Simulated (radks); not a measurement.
Br, 35 electrons, occupied as [Ar] 3d10 4s2 4p5.

Calculated with a radial shooting solver on a logarithmic mesh with Libxc functionals: Dirac Kohn-Sham, OLYP, spin-unpolarised, spherical densities, finite nucleus; open shells are shared between the two j in proportion to 2j + 1; Fermi nuclear charge, rms radius 4.1629 fm.

Energy parts (hartree):
part                       energy
total                 -2607.66907
kinetic                2673.97454
electron-nucleus      -6298.26910
Hartree                1110.01159
exchange-correlation    -93.38609

Orbitals (lengths in bohr, moments of r in powers of bohr):
orbital     occ.  eigenvalue (hartree)       <r^4>      <r>  small-component weight
1s1/2          2             -489.1937  0.00001562  0.04275                1.61e-02
2s1/2          2             -63.72364    0.003097   0.1892                3.18e-03
2p1/2          2             -57.39545    0.002132   0.1627                3.18e-03
2p3/2          4             -55.65013    0.002305   0.1666                3.10e-03
3s1/2          2              -8.76937      0.1936   0.5508                7.67e-04
3p1/2          2              -6.56678      0.2229   0.5563                7.16e-04
3p3/2          4              -6.31520      0.2398   0.5667                6.96e-04
3d3/2          4              -2.49752      0.3961   0.5858                5.76e-04
3d5/2          6              -2.45735      0.4072   0.5899                5.71e-04
4s1/2          2              -0.73594       16.85    1.675                1.12e-04
4p1/2    1.66667              -0.29735       47.82    2.067                7.49e-05
4p3/2    3.33333              -0.27916       53.17    2.117                7.18e-05

The highest occupied level is 4p3/2 at -7.596 eV. For comparison, the ionisation energy in NIST's Atomic Spectra Database is 11.814 eV (measured). In exact Kohn-Sham theory the highest level is minus the ionisation energy, but local and semilocal functionals leave it too shallow, through self-interaction and a potential that decays too fast; potentials with the right tail come closer. The density falls to 0.001 e/bohr^3 at r = 4.15 bohr. The electron density at the nucleus is 4.434e+04 e/bohr^3. Summed over all electrons, <r^2> = 40.06 bohr^2, which gives a Langevin (diamagnetic) susceptibility term of -31.7 x 10^-6 cm^3/mol.

Beside tabulated values, note that spin-unpolarised runs miss the spin-polarisation part of the exchange energy of open shells.
